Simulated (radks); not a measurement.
Values are calculated unless marked as measured or tabulated.
Initial-state core-level shifts of the zinc ion Zn2+ when its valence configuration changes from [Ar] 3d10. Level of theory: Dirac Kohn-Sham, BLYP, spin-unpolarised, spherical densities, point nucleus; open shells fill j = l - 1/2 first (a radial shooting solver on a logarithmic mesh with Libxc functionals). Shifts are changes of the shell-averaged eigenvalues in eV (positive: less bound).

valence,2s,2p,3s,3p
3d9.5 4s0.5,-4.318,-4.277,-3.816,-3.725
3d8.5 4s1.5,-14.082,-13.951,-12.170,-11.874
3d9 4p1,-10.498,-10.412,-9.422,-9.226
3d9 4s1,-9.018,-8.933,-7.882,-7.692
3d8 4s2,-19.495,-19.316,-16.657,-16.249
3d6.5 4s1.5 4p2,-40.408,-40.058,-33.826,-33.048
3d8 4s1.5 4p0.5,-20.227,-20.045,-17.405,-16.993
3d9 4s0.5 4p0.5,-9.765,-9.680,-8.659,-8.466
